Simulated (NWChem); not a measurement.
Molecule: SiH3O2F; SMILES O[SiH](O)F

```xyz
7

Si     0.0332    -0.0149     0.3475
O      0.6474    -1.4513    -0.1950
O     -1.5294     0.1318    -0.2084
F      0.8720     1.2679    -0.2294
H      0.1844    -0.0130     1.8249
H      0.4289    -1.6734    -1.1175
H     -1.8701     1.0402    -0.2795
```
Atoms are numbered in this order, from 1.

Results from NWChem. Coordinates come from a PBE-D3(BJ)/def2-SVP optimisation. B3LYP is NWChem's, with the RPA form of VWN correlation. Ions are spin-unrestricted doublets at the neutral geometry; other ion states weren't tried.

```csv
level,"vertical ionisation energy, ΔSCF (eV)",−ε(HOMO) (eV),ΔSCF minus −ε(HOMO) (eV)
B3LYP/def2-SVP,11.85,9.07,2.78
PBE/def2-SVP,11.28,7.58,3.70
LRC-wPBEh/def2-SVP,12.10,11.29,0.81
"LDA (Slater exchange, VWN5)/def2-SVP",11.44,7.72,3.72
M06-2X/def2-SVP,12.42,11.01,1.41
```
